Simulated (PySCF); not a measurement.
Point-charge models of `[H]/P=C(/F)[SiH3]` against its computed dipole.

Coordinates (GFN2-xTB, Å) and charges (e) from the PBE0/pcSseg-1 density (PySCF):

| atom | x | y | z | Mulliken | IAO | Hirshfeld | ESP-fitted |
| --- | --- | --- | --- | --- | --- | --- | --- |
| F1 | 0.380 | 2.050 | -0.035 | -0.2681 | -0.2548 | -0.0858 | -0.1114 |
| C2 | 0.604 | 0.708 | -0.019 | -0.2361 | -0.1975 | -0.0511 | -0.0291 |
| Si3 | -1.009 | -0.296 | 0.000 | +0.5478 | +0.6018 | +0.3133 | +0.3767 |
| P4 | 2.221 | 0.246 | -0.003 | +0.1649 | +0.1869 | +0.0351 | -0.1234 |
| H5 | -1.612 | -0.149 | 1.325 | -0.0671 | -0.1051 | -0.0655 | -0.0687 |
| H6 | -0.636 | -1.684 | -0.270 | -0.0869 | -0.1113 | -0.0668 | -0.0913 |
| H7 | -1.875 | 0.259 | -1.038 | -0.0695 | -0.1030 | -0.0650 | -0.0648 |
| H8 | 1.936 | -1.124 | 0.015 | +0.0150 | -0.0170 | -0.0139 | +0.1119 |

Problem. Form Σ q r in debye for every column and set it beside the full dipole.

Solution. The full density gives (-1.03, -1.84, 0.03) D, 2.11 D in size; dipole vectors point from the negative to the positive end.

```json
{"scheme": "Mulliken", "μx": "-0.52", "μy": "-3.44", "μz": "0.10", "size (D)": "3.48", "share of the full size (%)": "165", "angle to the full dipole (°)": "21"}
{"scheme": "IAO", "μx": "-0.04", "μy": "-2.88", "μz": "0.05", "size (D)": "2.88", "share of the full size (%)": "136", "angle to the full dipole (°)": "28"}
{"scheme": "Hirshfeld", "μx": "-0.28", "μy": "-0.84", "μz": "0.01", "size (D)": "0.89", "share of the full size (%)": "42", "angle to the full dipole (°)": "11"}
{"scheme": "ESP-fitted", "μx": "-1.00", "μy": "-1.77", "μz": "0.04", "size (D)": "2.03", "share of the full size (%)": "96", "angle to the full dipole (°)": "0"}
```

Problem. Which set comes closest?

Solution. Length of the difference vector: ESP-fitted 0.08 D, Hirshfeld 1.25 D, IAO 1.43 D, Mulliken 1.68 D. Closest: ESP-fitted. The schemes that divide the density aren't constrained to reproduce the dipole.

Problem. What is left for the Hirshfeld atoms' own dipoles?

Solution. The Hirshfeld atoms' densities add up to the full density, so μ = Σ q r + Σ (atomic dipoles). The atomic dipoles sum to (-1.03, -1.84, 0.03) − (-0.28, -0.84, 0.01) = (-0.75, -1.00, 0.02) D, 1.25 D in size.

Problem. With the origin at the mean of the coordinates, (0.001, 0.001, -0.003) Å, which are the largest single terms, by size, of the IAO dipole along the direction of the full one?

Solution. F1 +2.41, Si3 +2.18, P4 -1.17, H6 -0.95, C2 +0.86 D; all 8 atoms together +2.53 D. The single terms depend on the origin, their sum doesn't.

Problem. Give the size of the full dipole in other units.

Solution. 2.11 D = 0.830 au = 0.439 e·Å = 7.04 × 10⁻³⁰ C·m.

Isolated species at its GFN2-xTB geometry, gas phase.

These values come from a run that also computed NMR shieldings. The run took about 19 s of CPU time (one thread, shared machine).
